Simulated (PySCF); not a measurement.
F$_{4}$V (SMILES [F][V+]([F])([F])[F]), charge +1, singlet, at a GFN2-xTB geometry (such geometries of metal compounds can be far from the true shape) (the multiplicity is a formal guess); M06L/STO-3G in PySCF.

PySCF was given this input:
```python
from pyscf import gto, scf, dft

mol = gto.Mole()
mol.atom = '''
    V    -0.000000   -0.000000   -0.000000
    F     1.057870    0.736194   -0.922122
    F     0.755225   -0.971428    0.998671
    F    -0.994290   -0.840294   -0.903700
    F    -0.818805    1.075528    0.827152
'''
mol.basis = 'sto-3g'
mol.charge = 1
mol.spin = 0
mol.verbose = 4
mol.build()

mf = dft.RKS(mol)
mf.xc = 'm06l'
mf.kernel()
```

Task: Predict the main parts of the log of this PySCF run.

Result: 
```
PySCF version 2.14.0

[INPUT] verbose = 4
[INPUT] num. atoms = 5
[INPUT] num. electrons = 58
[INPUT] charge = 1
[INPUT] spin (= nelec alpha-beta = 2S) = 0
[INPUT] symmetry False subgroup None
[INPUT] Mole.unit = angstrom
[INPUT] Symbol           X                Y                Z      unit          X                Y                Z       unit  Magmom
[INPUT]  1 V      0.000000000000   0.000000000000   0.000000000000 AA    0.000000000000   0.000000000000   0.000000000000 Bohr   0.0
[INPUT]  2 F      1.057870000000   0.736194000000  -0.922122000000 AA    1.999084575394   1.391205034548  -1.742558033436 Bohr   0.0
[INPUT]  3 F      0.755225000000  -0.971428000000   0.998671000000 AA    1.427168412425  -1.835732869734   1.887214678546 Bohr   0.0
[INPUT]  4 F     -0.994290000000  -0.840294000000  -0.903700000000 AA   -1.878935788394  -1.587925524115  -1.707745498769 Bohr   0.0
[INPUT]  5 F     -0.818805000000   1.075528000000   0.827152000000 AA   -1.547317199424   2.032453359301   1.563090743386 Bohr   0.0

nuclear repulsion = 375.866783852638
number of shells = 20
number of NR pGTOs = 114
number of NR cGTOs = 38
basis = sto-3g
ecp = {}

******** <class 'pyscf.dft.rks.RKS'> ********
method = RKS
initial guess = minao
damping factor = 0
level_shift factor = 0
DIIS = <class 'pyscf.scf.diis.CDIIS'>
diis_start_cycle = 1
diis_space = 8
diis_damp = 0
SCF conv_tol = 1e-09
SCF conv_tol_grad = None
SCF max_cycles = 50
direct_scf = True
direct_scf_tol = 1e-13
XC library pyscf.dft.libxc version 7.1.2
    S. Lehtola, C. Steigemann, M. J. T. Oliveira, and M. A. L. Marques,  SoftwareX 7, 1–5 (2018)
XC functionals = m06l
    Y. Zhao and D. G. Truhlar,  J. Chem. Phys. 125, 194101 (2006)
    Y. Zhao and D. G. Truhlar,  J. Chem. Phys. 125, 194101 (2006)
    Y. Zhao and D. G. Truhlar,  Theor. Chem. Acc. 120, 215 (2008)
radial grids:
    Treutler-Ahlrichs [JCP 102, 346 (1995); DOI:10.1063/1.469408] (M4) radial grids

becke partition: Becke, JCP 88, 2547 (1988); DOI:10.1063/1.454033
pruning grids: <function nwchem_prune>
grids dens level: 3
symmetrized grids: False
atomic radii adjust function: <function treutler_atomic_radii_adjust>
small_rho_cutoff = 0
Set gradient conv threshold to 3.16228e-05
Initial guess from minao.
tot grids = 77952
init E= -1327.54072979742
  HOMO = -0.642960189394272  LUMO = -0.22037110945719  gap/eV = 11.49923
cycle= 1 E= -1327.54973061333  delta_E= -0.009  |g|= 1.17  |ddm|= 3.42
  HOMO = -0.436771771770646  LUMO = -0.358128369008183  gap/eV = 2.14000
cycle= 2 E= -1320.97611142393  delta_E= 6.57  |g|= 5.14  |ddm|= 4.64
  HOMO = -0.513901116323042  LUMO = -0.242000707193987  gap/eV = 7.39879
cycle= 3 E= -1327.97289961223  delta_E=   -7  |g|= 0.155  |ddm|= 3.63
  HOMO = -0.532098108125972  LUMO = -0.254118787139721  gap/eV = 7.56420
cycle= 4 E= -1327.97748286167  delta_E= -0.00458  |g|= 0.064  |ddm|= 0.0699
  HOMO = -0.533148977509533  LUMO = -0.251771697452597  gap/eV = 7.65667
cycle= 5 E= -1327.97833973221  delta_E= -0.000857  |g|= 0.0207  |ddm|= 0.033
  HOMO = -0.533497693307946  LUMO = -0.251237685109854  gap/eV = 7.68069
cycle= 6 E= -1327.97841746096  delta_E= -7.77e-05  |g|= 0.00907  |ddm|= 0.0153
  HOMO = -0.534127168636312  LUMO = -0.251051607430513  gap/eV = 7.70288
cycle= 7 E= -1327.97844064083  delta_E= -2.32e-05  |g|= 0.000698  |ddm|= 0.00863
  HOMO = -0.534135190049133  LUMO = -0.250999712499491  gap/eV = 7.70451
cycle= 8 E= -1327.97844075628  delta_E= -1.15e-07  |g|= 1.85e-05  |ddm|= 0.000528
  HOMO = -0.534134763801972  LUMO = -0.250999826880535  gap/eV = 7.70449
cycle= 9 E= -1327.97844075637  delta_E= -9.03e-11  |g|= 7.71e-06  |ddm|= 2.85e-05
  HOMO = -0.534136467363861  LUMO = -0.250999827753835  gap/eV = 7.70454
Extra cycle  E= -1327.97844075625  delta_E= 1.17e-10  |g|= 2.05e-05  |ddm|= 3.1e-05
converged SCF energy = -1327.97844075625
```
